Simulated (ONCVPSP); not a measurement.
## PBE ONCV dataset for arsenic, non-relativistic all-electron reference.

- Element: As
- Generator: ONCVPSP 4.0.1
- Type: optimised norm-conserving Vanderbilt (ONCV)
- Functional: PBE
- Relativity: non-relativistic
- Frozen core: [Ne]
- Valence charge: 23
- Reference configuration: 3s2 3p6 3d10 4s2 4p1 (charge +2)
- Partial waves: 3s+4s: rc 0.95 bohr, ncon 5, nbas 9, qcut 10.3 1/bohr, 2 projectors; 3p+4p: rc 0.90 bohr, ncon 3, nbas 8, qcut 13.6 1/bohr, 2 projectors; 3d: rc 1.05 bohr, ncon 5, nbas 10, qcut 13.5 1/bohr, 2 projectors, debl 2 Ha
- Local potential: polynomial inside 0.85 bohr (lpopt 3, dvloc0 0 Ha)
- Core correction: none

In the d channel the program set the typed energies aside and used -2.314, 0.250 Ha.

Q: Estimate the cutoffs (Ha) at which the residual kinetic energy of the hardest occupied pseudo-wave falls to 1 and 0.1 mHa per electron.

A: 89 Ha and 289 Ha.

Q: What does a ghost test show?

A: No bound ghost flagged; no localised positive-energy state flagged.

Q: Tests: 3s2 3p6 3d10 4s2 4p3; 3s2 3p6 3d10 4s2 4p2; 3s2 3p6 3d10 4s2 4p0; 3s2 3p5 3d10 4s2 4p3. Which has the largest error in its energy relative to the reference configuration, and how large is it?

A: 3s2 3p5 3d10 4s2 4p3, with -82 meV (all-electron minus pseudo) on +115.95 eV.
